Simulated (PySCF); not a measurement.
# Mayer bond orders and bond lengths

Species: C6H9N2 (charge +1).
SMILES with atom numbers: `[NH3+:1][CH2:2][c:3]1[cH:4][cH:5][n:6][cH:7][cH:8]1` (hydrogens: H9, H10, H11 on N1; H12, H13 on C2; H14 on C4; H15 on C5; H16 on C7; H17 on C8)

Cartesian coordinates in Å at the GFN2-xTB level; atoms count from 1:
```xyz
17
C6H9N2 angstrom
N     -2.1999   -0.0778   -0.6826
C     -1.3752   -0.6259    0.4505
C      0.0554   -0.1801    0.2912
C      0.4697    1.0540    0.7808
C      1.7950    1.4258    0.5889
N      2.6699    0.6656   -0.0390
C      2.2815   -0.5051   -0.5029
C      0.9812   -0.9787   -0.3698
H     -1.8317   -0.4243   -1.5788
H     -3.1866   -0.3535   -0.5978
H     -2.1383    0.9496   -0.6882
H     -1.4456   -1.7145    0.4327
H     -1.7928   -0.2543    1.3876
H     -0.2079    1.7018    1.3161
H      2.1675    2.3711    0.9566
H      3.0399   -1.0917   -1.0011
H      0.7108   -1.9500   -0.7541
```

Bond orders from the PBE0/pcSseg-1 density (PySCF). Isolated species at its GFN2-xTB geometry (one conformer only).

Task: How far do the computed orders between heavy atoms stray from the drawn ones?

Result: The largest departure is 0.137, at C3–C4 (drawn aromatic, 1.363), counting aromatic bonds as 1.5. The bonds drawn aromatic range from 1.36 to 1.48.

Task: Set the Mayer orders of the bonds beside their lengths.

Result: 
```
  bond  drawn as  length (Å)  Mayer order
 N1–C2    single       1.505        0.882
 C2–C3    single       1.507        1.049
 C3–C4  aromatic       1.391        1.363
 C4–C5  aromatic       1.390        1.392
 C5–N6  aromatic       1.318        1.479
 N6–C7  aromatic       1.318        1.481
 C7–C8  aromatic       1.390        1.388
 C8–C3  aromatic       1.390        1.374
 N1–H9    single       1.029        0.906
N1–H10    single       1.028        0.907
N1–H11    single       1.029        0.905
C2–H12    single       1.091        0.934
C2–H13    single       1.091        0.932
C4–H14    single       1.079        0.972
C5–H15    single       1.081        0.961
C7–H16    single       1.080        0.960
C8–H17    single       1.079        0.971
```

Bonds between the same two heavy elements. C–N: lowest N1–C2 (0.882, 1.505 Å), highest N6–C7 and C5–N6 (1.481, 1.318 Å). C–C: lowest C2–C3 (1.049, 1.507 Å), highest C4–C5 (1.392, 1.390 Å). Bonds named together lie within 0.004.

Task: Sum the orders of all bonds at each heavy atom with more than one neighbour and set the sums beside the valence in the SMILES.

Result: N1 3.600 (drawn 4), C2 3.797 (drawn 4), C3 3.786 (drawn 4), C4 3.727 (drawn 4), C5 3.832 (drawn 4), N6 2.960 (drawn 3), C7 3.829 (drawn 4), C8 3.733 (drawn 4). Orders between atoms that aren't bonded are not in these sums.

Mayer orders depend on the basis set.
